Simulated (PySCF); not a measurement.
Compound: C₉H₁₄.
SMILES with atom numbers: `[CH2:1]=[CH:2][C:3]1=[CH:4][C@H:5]([CH2:6][CH3:7])[CH2:8][CH2:9]1` (hydrogens: H10, H11 on C1; H12 on C2; H13 on C4; H14 on C5; H15, H16 on C6; H17, H18, H19 on C7; H20, H21 on C8; H22, H23 on C9)

Level of theory: HF/def2-SVP geometry optimisation, gas phase in PySCF.

(1) What internal coordinates does the optimisation give?

Answers

(1) 
```json
{"bond": "C1=C2", "length (Å)": "1.327"}
{"bond": "C2–C3", "length (Å)": "1.468"}
{"bond": "C3=C4", "length (Å)": "1.330"}
{"bond": "C4–C5", "length (Å)": "1.511"}
{"bond": "C5–C6", "length (Å)": "1.531"}
{"bond": "C6–C7", "length (Å)": "1.526"}
{"bond": "C5–C8", "length (Å)": "1.546"}
{"bond": "C8–C9", "length (Å)": "1.539"}
{"bond": "C3–C9", "length (Å)": "1.515"}
{"bond": "C1–H10", "length (Å)": "1.083"}
{"bond": "C1–H11", "length (Å)": "1.082"}
{"bond": "C2–H12", "length (Å)": "1.085"}
{"bond": "C4–H13", "length (Å)": "1.084"}
{"bond": "C5–H14", "length (Å)": "1.099"}
{"bond": "C6–H15", "length (Å)": "1.095"}
{"bond": "C6–H16", "length (Å)": "1.094"}
{"bond": "C7–H17, C7–H18, C7–H19", "length (Å)": "1.092"}
{"bond": "C8–H20", "length (Å)": "1.093"}
{"bond": "C8–H21", "length (Å)": "1.091"}
{"bond": "C9–H22", "length (Å)": "1.092"}
{"bond": "C9–H23", "length (Å)": "1.095"}
```

Bonds in one row agree within 0.01 Å and their mean is given. A selection of angles:
```json
{"angle": "C1–C2–C3", "degrees": "125.8"}
{"angle": "C2–C3–C4", "degrees": "125.0"}
{"angle": "C2–C3–C9", "degrees": "124.2"}
{"angle": "C4–C3–C9", "degrees": "110.8"}
{"angle": "C3–C4–C5", "degrees": "113.1"}
{"angle": "C4–C5–C6", "degrees": "114.2"}
{"angle": "C4–C5–C8", "degrees": "101.9"}
{"angle": "C6–C5–C8", "degrees": "115.1"}
{"angle": "C5–C6–C7", "degrees": "114.0"}
{"angle": "C5–C8–C9", "degrees": "105.8"}
{"angle": "C3–C9–C8", "degrees": "103.2"}
```

Dihedral angles: C1–C2–C3–C4 -177° (antiperiplanar); C2–C3–C4–C5 178° (antiperiplanar); C3–C4–C5–C6 139° (anticlinal); C4–C5–C6–C7 178° (antiperiplanar); C4–C5–C8–C9 -22° (synperiplanar); C5–C8–C9–C3 22° (synperiplanar); C2–C3–C9–C8 168° (antiperiplanar).

The 5-membered ring C3–C4–C5–C8–C9 has internal angles of 101.9° to 113.1° (sum 535°, against 540° for a flat polygon); it is puckered, 0.10 Å rms from its mean plane, widest ring torsion 22°. The C–C distances run from 1.327 Å (C1=C2, drawn double) to 1.546 Å (C5–C8, drawn single), a spread of 0.219 Å. Of the pairs four or more bonds apart, C9···H10 is among the closest relative to their van der Waals radii: 2.82 Å, 97 % of the sum of Bondi's values.

Point group: C1 (no symmetry element, even within 0.4 Å). Stationary, but not proved a minimum. The numbers are those of one conformer.

Hardware: 4 threads, Intel Xeon Platinum 8488C (x86_64), no GPU, shared host with 96 logical CPUs at a one-minute load of 66. Cost: 27 s wall, 2.3 min CPU, 1.1 GiB resident at most. That covers the optimisation of the geometry.
